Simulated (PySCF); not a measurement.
NMR data simulated for an unnamed compound:

1H NMR (300 MHz, computed): δ 6.69 (m, 1H), 5.10 (t, 2H), 4.46 (m, 1H), 4.40 (m, 1H), 2.68 (t, 2H), 2.12 (s, 3H).

13C{1H} NMR (computed): δ 206.7 (C), 156.4 (CH), 95.2 (CH2), 36.8 (CH2), 34.3 (CH3).

- σ from GIAO-PBE0/pcSseg-1
- structure optimised with GFN2-xTB
- code: PySCF
- one averaged value for each set of equivalent atoms, gas phase, a single conformation, no relativistic terms

δ = σ(ref) − σ, references computed at the same level: TMS for 1H and 13C.

Question: Which of these does the molecule contain: an NH or NH2 group, a (CH3)2CH unit, a ketone, a non-aromatic C=C double bond, a vinyl group CH=CH2, a carboxylic acid?

Answer: 
- An NH or NH2 group: no.
- A (CH3)2CH unit: no.
- A ketone: yes (δC 206.7).
- A non-aromatic C=C double bond: yes.
- A vinyl group CH=CH2: yes (δC 95.2, 156.4; δH 4.40 (m), 4.46 (m), 6.69 (m)).
- A carboxylic acid: no.

The data belong to `CC(C[SiH2]OC=C)=O`, C5H10O2Si; they needn't prove each group on their own.

Carbon signals by region: 1 in the far downfield region (above 160 ppm), 1 in the sp2 and nitrile region (100–160 ppm), 1 at 50–100 ppm, 2 below 50 ppm. Above 160 ppm: 206.7, ketone carbonyl carbon.

Shifts are as computed. Against solution values, carbons near 30 ppm lie about +3 ppm off and those near 130 ppm about +5 ppm. Of 1211 compounds with measured shifts, 218 miss one by over three times the rms of a fit or turn the order of signals round; such compounds aren't used in these exercises. Multiplicities follow the n + 1 count of equivalent neighbours, as no J values were calculated; m marks all less simple cases, F and P coupling included.
